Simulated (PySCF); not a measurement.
## Aluminium: a sound run and one with changed settings

Sound run: Al⁺ [Ne] 3s2, Al²⁺ [Ne] 3s1. Computed with PySCF 2.14 in def2-TZVP (5s5p2d1f, 37 functions), with no relativity, point nucleus. In the sound run the correlated levels freeze [Ne]. The sound run starts from symmetry-adapted Hartree-Fock orbitals and uses a fine grid where one is needed.

Changed run: initial guess 1e, at most 50 SCF cycles.

```csv
species,method,sound run (hartree),changed run (hartree),converged
Al⁺,UHF,-241.66873,-241.66873,yes
Al⁺,M06-L,-242.13213,-242.13213,yes
Al⁺,CCSD(T),-241.70808,-241.70808,yes
Al²⁺,PBE,-241.31442,-241.31442,yes
```

Here the plain start reaches the same solutions.
